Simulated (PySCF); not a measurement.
## Two-dimensional NMR puzzle

Compound of formula C7H11ClSi. Correlations simulated from computed shifts and the bond graph:

HSQC (one-bond C–H):
```
  δH     δC
6.87  150.6
6.79  150.2
2.35   40.8
1.47   29.5
1.10   16.0
```

COSY cross peaks (H two or three bonds apart, from the bond graph; peaks can be absent where the dihedral angle is near 90°):
```
  δH    δH
6.87  6.79
2.35  1.47
1.47  1.10
```

HMBC (two and three bonds, from the bond graph):
```
  δH                                δC
6.87               150.8, 150.2, 150.0
6.79         150.8, 150.6, 150.0, 40.8
4.57  150.8, 150.6, 150.2, 150.0, 40.8
2.35          150.8, 150.2, 29.5, 16.0
1.47                 150.8, 40.8, 16.0
1.10                        40.8, 29.5
```

Carbons without hydrogens: δ 150.8, 150.0.

- geometry from GFN2-xTB
- shielding tensors at PBE0/pcSseg-1 (GIAO)
- code: PySCF 2.14.0 with density-fitted response routines
- no solvent, equivalent nuclei averaged, no relativistic terms, a single conformation

δ = σ(ref) − σ, references computed at the same level: TMS for 1H and 13C.

Exchangeable hydrogens are left out of these lists.

Work out the connectivity.

Answers

SMILES CCCC1=CC=C(Cl)[SiH2]1.

Mapped SMILES: `[CH3:1][CH2:2][CH2:3][C:4]1=[CH:5][CH:6]=[C:7]([Cl:8])[SiH2:9]1`; H(Xn) means a hydrogen on atom n.

1. δC 150.8 is C4, a fully substituted alkene carbon.
2. δC 150.6 is C6, an alkene CH (δH 6.87).
3. δC 150.2 is C5, an alkene CH (δH 6.79).
4. δC 150.0 is C7, a fully substituted alkene carbon.
5. δC 40.8 is C3, an allylic sp3 CH2 (δH 2.35).
6. δC 29.5 is C2, an sp3 CH2 (δH 1.47).
7. δC 16.0 is C1, a methyl carbon (δH 1.10).
8. HMBC from δH 6.87 reaches the proton-free carbons C4, C7.
9. HMBC from δH 6.79 reaches the proton-free carbons C4, C7.
10. HMBC from δH 4.57 reaches the proton-free carbons C4, C7.
11. HMBC from δH 2.35 reaches the proton-free carbon C4.
12. COSY links 6.87–6.79, 2.35–1.47, 1.47–1.10.

The data come from this structure; uniqueness wasn't tested.

Carbons that carry Cl, above all several Cl atoms, come out too deshielded, partly because spin–orbit coupling is missing. Shifts are as computed. Against solution values, carbons near 30 ppm lie about +3 ppm off and those near 130 ppm about +5 ppm; carbons on Cl a further +6 ppm. Of 1211 compounds with measured shifts, 218 miss one by over three times the rms of a fit or turn the order of signals round; such compounds aren't used in these exercises.
